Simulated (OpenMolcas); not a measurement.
Co3+ with 6 ligands (fluoride) in octahedral coordination (Oh) at 1.84 Å. A charge of +0.5 e stands 2.4 Å behind each ligand. Ligand basis ANO-RCC-VDZP.
```
Co    0.0000    0.0000    0.0000
F     1.8400    0.0000    0.0000
F     0.0000    1.8400    0.0000
F    -1.8400    0.0000    0.0000
F     0.0000   -1.8400    0.0000
F     0.0000    0.0000    1.8400
F     0.0000    0.0000   -1.8400
```

* Program: OpenMolcas
* Method: CASSCF
* Basis: ANO-RCC-VDZP [5s4p2d1f]
* Scalar Hamiltonian: DKH2, point nucleus
* Active space: 6 electrons in 5 orbitals (3d)
* State averaging: 2S+1 = 5 even, 5 roots; 2S+1 = 3 even, 45 roots; 2S+1 = 1 even, 50 roots
* Spin-orbit coupling: RASSI with atomic mean-field integrals over the reference wave functions

(1) What is the spin-free ground state (labels of O, the rotations of Oh)?

(2) Where is the first state of the same spin?

(3) What are the lowest two levels with spin-orbit coupling?

(4) What is χT at 300 K, and how does it compare with the textbook value?

(5) Which ligand-field parameters describe the states?

Answers

(1) 5T2, 3-fold in its orbital part; it has the highest spin that d6 allows.

(2) 5E at 12700 cm-1 above the ground state.

(3) A 3-fold level T2, then a 2-fold level E 269.0 cm-1 above it. Their leading multiplicities are 5 (100 %) and 5 (100 %).

(4) The lowest level has 2S+1 = 5, for which the spin-only value is χT = S(S+1) / 2 = 3.000 cm3 K/mol (g = 2). The computed 4.144 at 300 K differs by +1.144, through orbital momentum, spin-orbit coupling and any other state in reach. With a threefold ground state the orbital momentum is unquenched, so the spin-only value is not expected to hold.

(5) A least-squares ligand-field fit to the states below 45000 cm-1, each weighted by its degeneracy and with a free common offset, gives 10Dq = 13016 cm-1, B = 1219 cm-1 and C = 4611 cm-1 (C/B = 3.78), with an rms deviation of 162 cm-1. The same method and metal basis give the free ion B = 1344 cm-1 (fit to its terms below 60000 cm-1, rms deviation 30 cm-1), so the nephelauxetic ratio is β = 1219 / 1344 = 0.91; it hangs on how both fits weigh the states, and computed free-ion B values tend to be too large, so β mixes covalency with correlation.

An orbital triplet at a regular site is open to Jahn-Teller coupling, which can distort the site and quench the lowest spin-orbit gaps and is left out. Without dynamic correlation the repulsion within the d shell is too large (B by tens of per cent), so at a given field states of lower spin stand too high. This shell can be high or low spin here, a state of another spin lies low, and with metal d orbitals alone active their balance is uncertain, so the ground spin may be wrong. Ligand-to-metal charge-transfer states are missing. With no ligand orbital active B as a rule stays too high, so bands that hang on it stand too high and its fall with covalency is understated. With metal d orbitals alone and no dynamic correlation the field as a rule comes out too small, by tens of per cent, by up to half for chloride and softer ligands, and with too little covalency χT stands high. The distance lies 4 % under the 1.92 Å that this model takes as the normal distance (a Shannon-type radius plus a fixed donor radius); by an R⁻⁵ law this alone changes a d-shell field by about +24 %. No measured value stands beside these numbers; the geometry is a model, was not optimised and need not be the one that this ion takes.
